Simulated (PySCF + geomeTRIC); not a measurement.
A geometry relaxed with PySCF + geomeTRIC with TPSSh-D3(BJ)/def2-TZVP, charge 0, multiplicity 1:

```xyz
9

H     -0.6132     1.2016     1.1738
H      0.9256    -0.8003     1.1893
C     -0.2326     0.8479     0.2234
H     -0.8064    -0.5847    -1.3784
H     -0.0264     1.6226    -0.5028
C     -0.7043    -0.4867    -0.3060
C      0.6744    -0.3375     0.2462
Br     2.1891    -0.4008    -0.9452
H     -1.4137    -1.0629     0.2754
```

### Question
Write the SMILES of this molecule.

### Answer
`BrC1CC1`
